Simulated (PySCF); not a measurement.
An unknown is described by computed data only.

Elements present: C, H, N and Si. Monoisotopic mass: 160.9969 u.

* 1H NMR: chemical shifts (computed TMS as zero) by class: 4.24 (1 H), 4.18 (3 H), 3.72 (3 H), 3.71 (3 H), 1.22 (1 H) ppm [GIAO PBE0/pcSseg-1]
* UV, strongest line: among the 8 lowest singlet transitions: S3 at 6.68 eV (186 nm, f = 0.137) [TDDFT PBE0/def2-SVPD]
* NMR, other nuclei: isotropic shieldings of nuclei other than C and H, by class: -26 (1 N), 411 (1 Si), 419 (1 Si), 461 (1 Si), 467 (1 Si) ppm [GIAO PBE0/pcSseg-1]
* 13C NMR: chemical shifts (computed TMS as zero) by class: 125.2 (1 C), -9.5 (1 C) ppm [GIAO PBE0/pcSseg-1]
* Rotational structure: rotational constants A, B, C: 1.247, 0.811, 0.689 GHz [GFN2-xTB]
* UV, first state: lowest singlet excitation: 6.25 eV (199 nm, f = 0.045) [TDDFT PBE0/def2-SVPD]

Gas-phase values; electronic properties from PySCF, density fitting. Levels stand in brackets. One conformer (not necessarily the lowest) at the GFN2-xTB geometry, without solvent, vibrations or thermal averaging. NMR values are class means; diastereotopic atoms form classes of their own.

**Question.** Which formula fits the mass and the elements?

**Answer.** C2H11NSi4 (calculated 160.9969). No other formula that holds each of these elements comes within 0.0003 u with a fitting electron parity and a possible valence count.

**Question.** What is the compound? Reason from the data.

**Answer.** Numbering: `[N:1]#[C:2][C@H:3]([SiH3:4])[SiH:5]([SiH3:6])[SiH3:7]`. Its formula, C2H11NSi4, gives 2 degrees of unsaturation: 0 rings and 2 π bonds in the structure found. 2 carbons fall into 2 classes; from least to most shielded: nitrile carbon [C2] (125.2 ppm), sp3 carbon bound to silicon [C3] (-9.5 ppm). Hydrogen classes from least to most shielded: 1 H on an SiH silicon, Si5 (4.24 ppm), 3 H on an SiH3 silicon, Si4 (4.18 ppm), 3 H on an SiH3 silicon, Si7 (3.72 ppm), 3 H on an SiH3 silicon, Si6 (3.71 ppm), 1 H on an sp3 carbon bound to silicon, C3 (1.22 ppm). The other shieldings belong to: -26 ppm, nitrile nitrogen [N1]; 411 ppm, SiH3 silicon [Si4]; 419 ppm, SiH silicon [Si5]; 461 ppm, SiH3 silicon [Si6]; 467 ppm, SiH3 silicon [Si7]. S1 is mainly HOMO→LUMO (weight 0.91); the largest Löwdin shares of the orbital it empties are 0.18 on the SiH silicon, 0.18 on an SiH3 silicon, 0.15 on the sp3 carbon bound to silicon and 0.13 on the nitrile nitrogen, of the orbital it fills 0.25 on the SiH silicon, 0.17 on each of 2 atoms of one kind (SiH3 silicon) and 0.06 on an Si–H hydrogen. The optimised geometry has point group C1 and is an asymmetric top. Structure: `N#C[C@H]([SiH3])[SiH]([SiH3])[SiH3]`. Computed isomers that give other values at the same levels: `[SiH3]C#C[SiH2]N([SiH3])[SiH3]` (13C chemical shifts (computed TMS as zero) by class: 118.2 (1 C), 115.5 (1 C) ppm). The assignments are read from this structure; whether some other isomer fits the data as well wasn't checked. The mirror image fits equally.

Shape of the structure used: `[N:1]#[C:2][C@H:3]([SiH3:4])[SiH:5]([SiH3:6])[SiH3:7]`: C2–C3–Si5–Si6 -70°.
